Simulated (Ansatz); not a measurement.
Coupled-cluster run, `C=CO[SiH2]Br`.

```yaml
crystal:
  periodic: [false, false, false]
  atoms:
    - {symbol: C, position_ang: [-0.658707, -1.603707, 1.223339]}
    - {symbol: C, position_ang: [-0.579807, -0.559495, 0.417024]}
    - {symbol: O, position_ang: [0.550956, 0.189313, 0.308224]}
    - {symbol: Si, position_ang: [0.813782, 1.375757, -0.791634]}
    - {symbol: Br, position_ang: [1.040282, 0.535780, -2.829543]}
    - {symbol: H, position_ang: [0.184929, -1.916147, 1.825581]}
    - {symbol: H, position_ang: [-1.582870, -2.160605, 1.286446]}
    - {symbol: H, position_ang: [-1.419420, -0.237398, -0.196362]}
    - {symbol: H, position_ang: [-0.341669, 2.300069, -0.841998]}
    - {symbol: H, position_ang: [2.075624, 2.025334, -0.397977]}
basis:
  gaussian: {orbitals: def2-TZVPP}
correlation: {method: ccsd_t}
output: {orbitals: {seedname: orbitals}}
```

```sh
$ ansatz run in.yaml --threads 4 --pin off --events-out ev --progress --plain --max-ram 10444MiB
```

Log, shortened:

```
Functional definition: HF
1539 factors; integrals over basis functions are off by at most 9.4e-4 eV
mean field evaluation 1: about -82038.7208 eV, gradient 3.6e1 eV
mean field evaluation 2: about -82039.0551 eV, gradient 3.7e1 eV
mean field evaluation 4: about -82042.3071 eV, gradient 4.3e0 eV
mean field evaluation 8: about -82042.3704 eV, gradient 3.4e-1 eV
mean field -82042.37095657 eV, -3015.0015223375 hartree, gradient 6.8e-6 eV, S^2 0.000000; 0 other end points of the search recorded, 0 dependent functions left out
17 core orbitals not correlated: weight in the atoms' cores, before any rotation towards them, 1.000 or more for the frozen orbitals, at most 0.000 for the correlated occupied ones
reference -82042.37095657 eV, -3015.0015223375 hartree; 20, 20 occupied and 216, 216 virtual orbitals, 1539 factors
second order -25.82142097 eV of doubles, -0.00000000 eV of singles
cycle   1  -26.04557768 eV  change   -2.2e-1 eV  update   1.1e-1
cycle   2  -26.68499746 eV  change   -6.4e-1 eV  update   3.2e-2
cycle   3  -26.81930685 eV  change   -1.3e-1 eV  update   1.7e-2
cycle   4  -26.80392645 eV  change    1.5e-2 eV  update   4.1e-3
cycle   5  -26.80312602 eV  change    8.0e-4 eV  update   1.7e-3
cycle   6  -26.80425494 eV  change   -1.1e-3 eV  update   4.5e-4
cycle   7  -26.80396495 eV  change    2.9e-4 eV  update   1.5e-4
cycle   8  -26.80394282 eV  change    2.2e-5 eV  update   4.9e-5
perturbative correction -1.05857959 eV, -0.0389020822 hartree
Total energy: -82070.23347897 eV, -3016.0254511500 hartree
```

Hardware: 4 threads of an Intel Xeon 6975P-C on a shared host. Wall time 52 s, peak host memory 6 GiB.

Correlation energy per correlated electron: -0.697 eV. T1 diagnostic: 0.0104.
